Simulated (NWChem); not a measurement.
System: C2H4AlF; SMILES C=[CH][AlH][F]

NWChem input:

```
start job
memory heap 200 mb stack 900 mb global 1100 mb
geometry units angstroms noautosym nocenter noautoz
  Al    -0.382150     0.583100     0.000000
  H     -1.973508     0.642175     0.000000
  F      0.451566     2.043941     0.000000
  C      0.579485    -1.103316     0.000000
  C     -0.134627    -2.253180     0.000000
  H      1.682591    -1.187199     0.000000
  H      0.336150    -3.254183     0.000000
  H     -1.241386    -2.255683     0.000000
end
basis spherical
  Al library 6-31g*
  H library 6-31g*
  F library 6-31g*
  C library 6-31g*
end
dft
  xc hfexch
  iterations 150
  mulliken
end
task dft energy
esp
  recalculate
  probe 0.07
  range 0.3
  factor 1.0
  spacing 0.02
end
task esp
```

Output (shortened):

```
             Northwest Computational Chemistry Package (NWChem) 7.3.0
             --------------------------------------------------------

                             Geometry "geometry" -> ""
                             -------------------------

 Output coordinates in angstroms (scale by  1.889725989 to convert to a.u.)

  No.       Tag          Charge          X              Y              Z
 ---- ---------------- ---------- -------------- -------------- --------------
    1 Al                  13.0000    -0.38215000     0.58310000     0.00000000
    2 H                    1.0000    -1.97350800     0.64217500     0.00000000
    3 F                    9.0000     0.45156600     2.04394100     0.00000000
    4 C                    6.0000     0.57948500    -1.10331600     0.00000000
    5 C                    6.0000    -0.13462700    -2.25318000     0.00000000
    6 H                    1.0000     1.68259100    -1.18719900     0.00000000
    7 H                    1.0000     0.33615000    -3.25418300     0.00000000
    8 H                    1.0000    -1.24138600    -2.25568300     0.00000000

 Effective nuclear repulsion energy (a.u.)     134.3419201692

  xc_inp: hfexch multiplicative factor not found.

                                 NWChem DFT Module
                                 -----------------

 Summary of "ao basis" -> "ao basis" (spherical)
 ------------------------------------------------------------------------------
       Tag                 Description            Shells   Functions and Types
 ---------------- ------------------------------  ------  ---------------------
 Al                          6-31g*                  8       18   4s3p1d
 H                           6-31g*                  2        2   2s
 F                           6-31g*                  6       14   3s2p1d
 C                           6-31g*                  6       14   3s2p1d

            General Information
            -------------------
          SCF calculation type: DFT
          Wavefunction type:  closed shell.
          No. of atoms     :     8
          No. of electrons :    38
           Alpha electrons :    19
            Beta electrons :    19
          Charge           :     0
          Spin multiplicity:     1
          Use of symmetry is: off; symmetry adaption is: off
          Maximum number of iterations: 150
          AO basis - number of functions:    68
                     number of shells:    34
          Convergence on energy requested:  1.00D-06
          Convergence on density requested:  1.00D-05
          Convergence on gradient requested:  5.00D-04

              XC Information
              --------------
                     Hartree-Fock (Exact) Exchange  1.000

      Superposition of Atomic Density Guess
      -------------------------------------

 Sum of atomic energies:        -418.54442118

      Non-variational initial energy
      ------------------------------

 Total energy =    -419.719277
 1-e energy   =    -845.487135
 2-e energy   =     291.425938
 HOMO         =      -0.321226
 LUMO         =      -0.026622

     ---------------------------------------------
      Total Density - Mulliken Population Analysis
     ---------------------------------------------

    Atom       Charge   Shell Charges
 -----------   ------   -------------------------------------------------------
    1 Al  13    11.91   2.00  2.00  5.97  0.77  0.67  0.24  0.13  0.13
    2 H    1     1.12   0.45  0.67
    3 F    9     9.74   2.00  0.96  3.53  1.02  2.24  0.01
    4 C    6     6.53   2.00  0.75  1.96  0.65  1.15  0.02
    5 C    6     6.35   2.00  0.74  1.85  0.64  1.10  0.03
    6 H    1     0.78   0.46  0.32
    7 H    1     0.78   0.46  0.32
    8 H    1     0.79   0.46  0.33

   convergence    iter        energy       DeltaE   RMS-Dens  Diis-err
 ---------------- ----- ----------------- --------- --------- ---------
 d= 0,ls=0.0,diis     1   -419.3784098891 -5.54D+02  8.41D-03  5.40D-01
 d= 0,ls=0.0,diis     2   -419.4341631565 -5.58D-02  2.76D-03  1.90D-01
 d= 0,ls=0.0,diis     3   -419.4496428673 -1.55D-02  1.11D-03  3.87D-03
 d= 0,ls=0.0,diis     4   -419.4505574650 -9.15D-04  1.41D-04  8.45D-05
 d= 0,ls=0.0,diis     5   -419.4505779722 -2.05D-05  4.81D-05  1.10D-05
  Resetting Diis
 d= 0,ls=0.0,diis     6   -419.4505804798 -2.51D-06  1.54D-05  7.56D-07
 d= 0,ls=0.0,diis     7   -419.4505807435 -2.64D-07  4.92D-06  1.14D-07

         Total DFT energy =     -419.450580743518
      One electron energy =     -848.781740101422
           Coulomb energy =      335.075070099626
    Exchange-Corr. energy =      -40.085830910923
 Nuclear repulsion energy =      134.341920169202

 Numeric. integr. density =        0.000000000000

                       DFT Final Molecular Orbital Analysis
                       ------------------------------------

 Vector   17  Occ=2.000000D+00  E=-4.923697D-01
              MO Center= -9.4D-01, -1.0D-01, -1.1D-16, r^2= 3.7D+00
   Bfn.  Coefficient  Atom+Function         Bfn.  Coefficient  Atom+Function
  ----- ------------  ---------------      ----- ------------  ---------------
    20      0.285594  2 H  s                  6      0.276773  1 Al s
    19      0.231328  2 H  s                  7     -0.189403  1 Al px
     2     -0.149445  1 Al s                 51      0.142819  5 C  px
    23      0.130118  3 F  px                 8     -0.119940  1 Al py
    37     -0.117869  4 C  px                65      0.117934  7 H  s

 Vector   18  Occ=2.000000D+00  E=-4.229518D-01
              MO Center= -2.8D-01, -5.1D-01,  6.2D-16, r^2= 3.4D+00
   Bfn.  Coefficient  Atom+Function         Bfn.  Coefficient  Atom+Function
  ----- ------------  ---------------      ----- ------------  ---------------
    38      0.292481  4 C  py                20     -0.261963  2 H  s
     7      0.247831  1 Al px                37     -0.203032  4 C  px
    19     -0.181898  2 H  s                  8     -0.176674  1 Al py
    42      0.172244  4 C  py                40      0.171239  4 C  s
    41     -0.143728  4 C  px                52     -0.137288  5 C  py

 Vector   19  Occ=2.000000D+00  E=-3.825656D-01
              MO Center=  2.1D-01, -1.6D+00, -3.6D-15, r^2= 1.6D+00
   Bfn.  Coefficient  Atom+Function         Bfn.  Coefficient  Atom+Function
  ----- ------------  ---------------      ----- ------------  ---------------
    39      0.359577  4 C  pz                53      0.355471  5 C  pz
    43      0.306174  4 C  pz                57      0.295542  5 C  pz
     9      0.062571  1 Al pz                13      0.056047  1 Al pz
    15     -0.034174  1 Al d -1               5     -0.032221  1 Al pz
    25     -0.028939  3 F  pz                29     -0.028465  3 F  pz

 Vector   20  Occ=0.000000D+00  E= 6.216656D-02
              MO Center= -3.5D-01,  1.8D-01, -2.2D-14, r^2= 5.5D+00
   Bfn.  Coefficient  Atom+Function         Bfn.  Coefficient  Atom+Function
  ----- ------------  ---------------      ----- ------------  ---------------
    13      0.752677  1 Al pz                57     -0.317216  5 C  pz
     9      0.279728  1 Al pz                53     -0.210171  5 C  pz
    29     -0.153236  3 F  pz                 5     -0.125751  1 Al pz
    25     -0.122694  3 F  pz                43      0.047547  4 C  pz
    39      0.035855  4 C  pz                15     -0.031096  1 Al d -1

 Vector   21  Occ=0.000000D+00  E= 1.293793D-01
              MO Center=  1.8D-01,  1.0D+00,  7.0D-12, r^2= 5.1D+00
   Bfn.  Coefficient  Atom+Function         Bfn.  Coefficient  Atom+Function
  ----- ------------  ---------------      ----- ------------  ---------------
    10      1.526338  1 Al s                 20     -0.481364  2 H  s
    40     -0.423816  4 C  s                 26     -0.374411  3 F  s
    11      0.348730  1 Al px                42     -0.247370  4 C  py
     6     -0.209604  1 Al s                 66     -0.179728  7 H  s
    12      0.155801  1 Al py                 2     -0.147075  1 Al s

 Vector   22  Occ=0.000000D+00  E= 1.568644D-01
              MO Center= -7.8D-01,  2.3D-02,  4.0D-12, r^2= 6.8D+00
   Bfn.  Coefficient  Atom+Function         Bfn.  Coefficient  Atom+Function
  ----- ------------  ---------------      ----- ------------  ---------------
    12      1.298273  1 Al py                10     -0.838435  1 Al s
    54      0.707339  5 C  s                 40      0.619671  4 C  s
    20      0.337116  2 H  s                 42      0.321997  4 C  py
    26     -0.236364  3 F  s                 66     -0.154955  7 H  s
     6      0.132005  1 Al s                 55     -0.117500  5 C  px

     ---------------------------------------------
      Total Density - Mulliken Population Analysis
     ---------------------------------------------

    Atom       Charge   Shell Charges
 -----------   ------   -------------------------------------------------------
    1 Al  13    11.99   2.00  2.00  5.98  0.65  0.92  0.12  0.11  0.21
    2 H    1     1.18   0.47  0.70
    3 F    9     9.61   2.00  0.91  3.29  1.07  2.33  0.01
    4 C    6     6.45   2.00  0.65  1.93  0.65  1.18  0.03
    5 C    6     6.34   2.00  0.68  1.92  0.62  1.09  0.04
    6 H    1     0.81   0.51  0.30
    7 H    1     0.81   0.52  0.29
    8 H    1     0.82   0.52  0.30

     -------------------------------------------
      Total Density - Lowdin Population Analysis
     -------------------------------------------

    Atom       Charge   Shell Charges
 -----------   ------   -------------------------------------------------------
    1 Al  13    12.40   2.00  1.97  5.90  0.52  0.98  0.29  0.38  0.37
    2 H    1     1.10   0.47  0.63
    3 F    9     9.35   1.99  0.92  3.19  0.85  2.39  0.01
    4 C    6     6.36   1.99  0.55  1.78  0.47  1.52  0.06
    5 C    6     6.21   1.99  0.55  1.75  0.45  1.39  0.08
    6 H    1     0.85   0.49  0.37
    7 H    1     0.87   0.49  0.37
    8 H    1     0.86   0.49  0.37

     Multipole analysis of the density
     ---------------------------------

     L   x y z        total         alpha         beta         nuclear
     -   - - -        -----         -----         ----         -------
     0   0 0 0     -0.000000    -19.000000    -19.000000     38.000000

     1   1 0 0     -0.167727     -0.621622     -0.621622      1.075517
     1   0 1 0     -0.888027     -0.237942     -0.237942     -0.412144
     1   0 0 1     -0.000000     -0.000000     -0.000000      0.000000

     2   2 0 0    -23.538594    -37.190195    -37.190195     50.841796
     2   1 1 0     -0.830011     -3.691870     -3.691870      6.553729
     2   1 0 1      0.000000      0.000000      0.000000      0.000000
     2   0 2 0    -25.188720   -186.297583   -186.297583    347.406446
     2   0 1 1     -0.000000     -0.000000     -0.000000      0.000000
     2   0 0 2    -21.003468    -10.501734    -10.501734      0.000000

                     NWChem Electrostatic Potential Fit Module
                     -----------------------------------------

 Atom parameters

 Number of atoms is                                    8
 Number of basis functions is                         68

 Grid parameters

 Maximum number of grid points is                  37416
 Number of grid points is                          37415
 Grid range                                     0.300000 nm
 Grid spacing                                   0.020000 nm
 Probe radius                                   0.070000 nm
 Atom radius factor                             1.000000

 Atomic radii

    1    0.100000
    6    0.147000
    9    0.128000
   13    0.195000
 FASTESP  F
  using M.O. file = ./job.movecs

    Atom              Coordinates                           Charge

                                                  ESP

    1 Al   -0.038215    0.058310    0.000000    1.083409
    2 H    -0.197351    0.064218    0.000000   -0.301267
    3 F     0.045157    0.204394    0.000000   -0.501810
    4 C     0.057949   -0.110332    0.000000   -0.494453
    5 C    -0.013463   -0.225318    0.000000   -0.194678
    6 H     0.168259   -0.118720    0.000000    0.165924
    7 H     0.033615   -0.325418    0.000000    0.144349
    8 H    -0.124139   -0.225568    0.000000    0.098526
                                            ------------
                                               -0.000000

 Dipole moment                                  0.949471

 Quadrupole moment Qxx                         -0.553459
                   Qyy                         -6.076702
                   Qzz                          6.630161

 RMS deviation kJ/mol                           0.063320

 RRMS %                                        27.271393
```

Level: Hartree-Fock/6-31G* (spherical d). Geometry: optimised at PBE-D3(BJ)/def2-SVP.
